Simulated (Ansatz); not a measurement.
Isomers of Cs3Ge3Br9 (singlet), relaxed with PBE-D4/def2-SVP; total energies from Ansatz at PBE0-D4/def2-TZVP.

```json
{"isomer": "A", "description": "point group not assigned; 13 × Br–Cs 3.56 to 3.80 Å; 9 × Br–Ge 2.47 to 2.62 Å; 4 × Cs–Ge 4.12 to 4.32 Å", "energy (Eh)": "-29456.21777"}
{"isomer": "B", "description": "point group not assigned; 12 × Br–Cs 3.52 to 3.70 Å; 9 × Br–Ge 2.49 to 2.60 Å; 5 × Cs–Ge 4.27 to 4.36 Å", "energy (Eh)": "-29456.21272"}
{"isomer": "C", "description": "point group not assigned; 13 × Br–Cs 3.50 to 3.81 Å; 9 × Br–Ge 2.46 to 2.61 Å; 4 × Cs–Ge 4.22 to 4.36 Å", "energy (Eh)": "-29456.21742"}
{"isomer": "D", "description": "point group not assigned; 12 × Br–Cs 3.41 to 3.71 Å; 9 × Br–Ge 2.39 to 2.72 Å; 2 × Cs–Ge 4.20 to 4.35 Å", "energy (Eh)": "-29456.20526"}
```

In the def2 sets Cs takes a core potential; there is no spin–orbit coupling. Single mean-field runs in def2-TZVP are fitted with def2-universal-jkfit.

The isomers come from a short search, and lower ones may exist.

Problem. Work out the relative energies (1 Eh = 2625.5 kJ/mol) and the Boltzmann populations at 800 K from electronic energies alone (R = 8.314 J/mol/K).

Solution. ΔE: A 0.0, B 13.3, C 0.9, D 32.8 kJ/mol. RT = 6.65 kJ/mol. Factors exp(−ΔE/RT): A 1, B 0.135, C 0.873, D 0.00721; sum 2.015. Populations: A 49.6 %, B 6.7 %, C 43.3 %, D 0.4 %. Zero-point energy, vibrational entropy and symmetry numbers are left out and can shift these; an error of 4 kJ/mol changes a ratio by a factor of 1.8. Over the other density-functional and correlated levels in def2 sets, the gap between A and C ranges from -2 to 11 kJ/mol.
